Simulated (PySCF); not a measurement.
**`[H][P@TB4](C)(C=C)(C=C)C=C`, C₇H₁₃P**

Geometry:
```csv
atom,x (Å),y (Å),z (Å)
C1,-1.701,-1.498,1.504
C2,-0.776,-0.576,1.302
P3,0.009,-0.382,-0.338
C4,-0.955,-0.082,-1.876
C5,0.294,1.487,-0.091
C6,-0.500,2.342,0.532
C7,1.767,-0.762,-0.537
C8,2.678,-0.333,0.322
H9,-2.199,-1.635,2.451
H10,-1.988,-2.164,0.703
H11,-0.463,0.108,2.080
H12,-0.233,-1.850,-0.579
H13,-0.909,0.949,-2.222
H14,-0.587,-0.769,-2.638
H15,-1.988,-0.346,-1.643
H16,1.125,1.889,-0.670
H17,-1.361,2.016,1.097
H18,-0.333,3.410,0.516
H19,1.982,-1.516,-1.286
H20,2.423,0.389,1.082
H21,3.705,-0.662,0.293
```

The calculation used GIAO CAM-B3LYP/pcSseg-1 magnetisability, rotational g tensor and spin-rotation constants, non-relativistic, gas phase (PySCF). Geometry: GFN2-xTB.

Give the nuclear spin-rotation constants along the inertial axes (H = +C I·J) beside the isotropic shieldings.

Rotational constants 1.7190, 1.4360, 1.2562 GHz. A star marks the isotopologue with that one atom substituted, in its own axes.
| atom | isotope | Caa (kHz) | Cbb (kHz) | Ccc (kHz) | mean (kHz) | σ (ppm) |
| --- | --- | --- | --- | --- | --- | --- |
| P3 | 31P | 1.619 | 2.243 | 1.468 | 1.777 | 464.1 |
| H9 | 1H | -0.009 | -0.151 | 0.000 | -0.053 | 25.3 |
| H10 | 1H | -0.153 | -0.106 | 0.075 | -0.061 | 25.0 |
| H11 | 1H | -0.175 | -0.114 | 0.106 | -0.061 | 24.6 |
| H12 | 1H | -0.091 | 0.021 | -0.061 | -0.044 | 25.8 |
| H13 | 1H | -0.194 | 0.014 | -0.123 | -0.101 | 30.6 |
| H14 | 1H | -0.168 | -0.121 | -0.023 | -0.104 | 30.3 |
| H15 | 1H | 0.062 | -0.178 | -0.129 | -0.081 | 29.7 |
| H16 | 1H | 0.150 | -0.105 | -0.142 | -0.032 | 25.2 |
| H17 | 1H | 0.120 | -0.123 | -0.136 | -0.047 | 26.5 |
| H18 | 1H | -0.154 | 0.106 | -0.127 | -0.058 | 26.1 |
| H19 | 1H | -0.119 | -0.059 | 0.003 | -0.058 | 25.2 |
| H20 | 1H | -0.129 | -0.072 | 0.013 | -0.063 | 25.6 |
| H21 | 1H | 0.096 | -0.094 | -0.131 | -0.043 | 25.5 |
| C1 | 13C* | 0.528 | 0.280 | 0.618 | 0.476 | 42.3 |
| C2 | 13C* | 0.597 | 0.314 | 0.644 | 0.518 | 26.1 |
| C4 | 13C* | 0.382 | 0.180 | 0.183 | 0.248 | 153.6 |
| C5 | 13C* | 0.885 | 0.615 | 0.279 | 0.593 | 7.9 |
| C6 | 13C* | 0.633 | 0.575 | 0.211 | 0.473 | 56.0 |
| C7 | 13C* | 0.670 | 0.415 | 0.483 | 0.523 | 29.1 |
| C8 | 13C* | 0.686 | 0.368 | 0.405 | 0.487 | 46.5 |

For the geometry as given, no vibrational averaging.

How do the rotational constants and the g tensor change when H9, H10, H11, H12, H13, H14, H15, H16, H17, H18, H19, H20, H21 are replaced by deuterium?

Constants 1.4077, 1.1887, 1.0574 GHz; g -0.0268, -0.0088, -0.0151, against -0.0328, -0.0101, -0.0182 before.
